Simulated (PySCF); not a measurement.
How methods differ on the excitation energy of As

As [Ar] 3d10 4s2 4p3 (4S) → As [Ar] 3d10 4s1 4p3 4d1 (6D), as a difference of total energies. Calculation: PySCF 2.14, in aug-cc-pwCVDZ-PP with ECP10MDF (6s5p4d1f, 48 functions); a scalar-relativistic core potential. Correlated levels: valence and next inner shell: nothing frozen outside the core potential. The calculations carry no spin-orbit coupling.

```tsv
method	excitation energy (eV)
UHF	13.764
MP2 (valence and next inner shell)	15.616
SCS-MP2 (valence and next inner shell)	15.716
CCSD (valence and next inner shell)	15.600
CCSD(T) (valence and next inner shell)	15.673
```

Question: How much does correlation contribute at CCSD(T) (valence and next inner shell)?

Answer: 15.673 − (13.764) = 1.909 eV, measured against UHF.

The upper state lies above the first ionisation limit, but in LS coupling its spin forbids autoionisation to the ground ion.

The promoted electron is Rydberg-like, and one or two diffuse shells describe it only roughly, which tends to raise the upper state.
